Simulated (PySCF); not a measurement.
Computed shifts of a molecule C2H12OSi3, PySCF with PBE/pcSseg-1, GIAO, gas phase, atoms alike by connectivity averaged where their shifts nearly agree, in ppm (number of nuclei): ¹³C: 69.5 (1), 22.2 (1). ²⁹Si: -16.0 (1), -110.6 (1), -122.0 (1). ¹H: 5.94 (1), 5.69 (1), 4.04 (1), 4.01 (1), 4.00 (3), 3.90 (1), 3.60 (1), 1.58 (3). References: ¹³C against TMS (σ = 182.0 ppm); ¹⁷O against H2O (σ = 334.3 ppm); ²⁹Si against TMS (σ = 335.4 ppm); ¹H against TMS (σ = 31.49 ppm), references at their B3LYP-D3(BJ)/def2-TZVP geometries, non-relativistic. The structure is a stationary point at r2SCAN-D4/def2-SVP. The values are those of a single conformer.

Problem. Which molecule gave these data?
(A) C[Si@@H]([SiH3])C[SiH2]O
(B) CCO[SiH2][SiH2][SiH3]
(C) C[SiH2][C@@H](O)[SiH2][SiH3]
(D) C[SiH2][C@H]([SiH3])O[SiH3]

Solution. B, CCO[SiH2][SiH2][SiH3]
